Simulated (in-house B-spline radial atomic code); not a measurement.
K2+ is squeezed into an impenetrable sphere of radius R (the orbitals vanish at R). Computed with an all-electron radial atomic-structure program (B-spline basis): scalar-relativistic (X2C) Hartree-Fock, spin-polarised, averaged over the determinants with the given up and down occupations, Fermi nucleus of rms radius 3.4349 fm.

Energies in eV above the free ion in [Ne] 3s2 3p5:

| R (bohr) | highest level (eV) | [Ne] 3s2 3p5 | [Ne] 3s2 3p4 3d1 | [Ne] 3s1 3p5 3d1 |
| --- | --- | --- | --- | --- |
| 8.08 | -45.4 | 0 | 21.49 | 41.02 |
| 6.02 | -45.4 | 0.0007433 | 21.51 | 41.03 |
| 4.87 | -45.4 | 0.02599 | 21.65 | 41.16 |
| 4.38 | -45.3 | 0.1125 | 21.89 | 41.4 |
| 3.64 | -44.7 | 0.963 | 23.29 | 42.88 |
| 3.14 | -43.3 | 3.928 | 27.03 | 46.89 |
| 2.7 | -39.9 | 13.21 | 37.37 | 57.88 |
| 2.2 | -29 | 51.75 | 77.34 | 99.56 |
| 1.99 | -19.4 | 92.15 | 118 | 141.4 |
| 1.48 | 40.3 | 394.1 | 412.7 | 439.2 |

(1) Does [Ne] 3s2 3p4 3d1 fall below [Ne] 3s2 3p5 under compression?

(2) Does [Ne] 3s1 3p5 3d1 fall below [Ne] 3s2 3p5 under compression?

The highest level is first positive in the row R = 1.48 bohr, pushed up by confinement above the zero of the free ion's potential. Each configuration is held fixed and needn't be the lowest in the sphere.

Results:

(1) No, it stays above over the whole range.

(2) No, it stays above over the whole range.
